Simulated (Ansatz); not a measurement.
```yaml
crystal:
  periodic: [false, false, false]
  atoms:
    - {symbol: N, position_ang: [-1.140573, 1.019577, 0.352537]}
    - {symbol: Y, position_ang: [0.029076, -0.655262, -0.293353]}
    - {symbol: O, position_ang: [2.031772, -0.524360, -0.048115]}
    - {symbol: F, position_ang: [-0.953034, -2.225900, -1.088525]}
    - {symbol: H, position_ang: [-2.148505, 1.112899, 0.302184]}
    - {symbol: H, position_ang: [-0.798072, 1.876697, 0.770092]}
    - {symbol: H, position_ang: [2.979337, -0.603662, 0.005180]}
basis:
  gaussian: {orbitals: def2-mTZVP}
magnetization: {spin_polarized: true, initial_magnetization: 1}
hamiltonian: {xc: {name: SVWN5}}
output: {forces: true}
```

```sh
$ ansatz run in.yaml --threads 2 --pin off --events-out ev --progress --plain --max-ram 32768MiB --backend cpu
```

Output, abridged:

```
Error: a molecule whose nuclei and cores have a total charge of 38 cannot have a net charge of 0 together with 1 unpaired electrons
```

Question: Something in this input is off. What?

Answer: The number of unpaired electrons doesn't fit the electron count. The program refused the input.
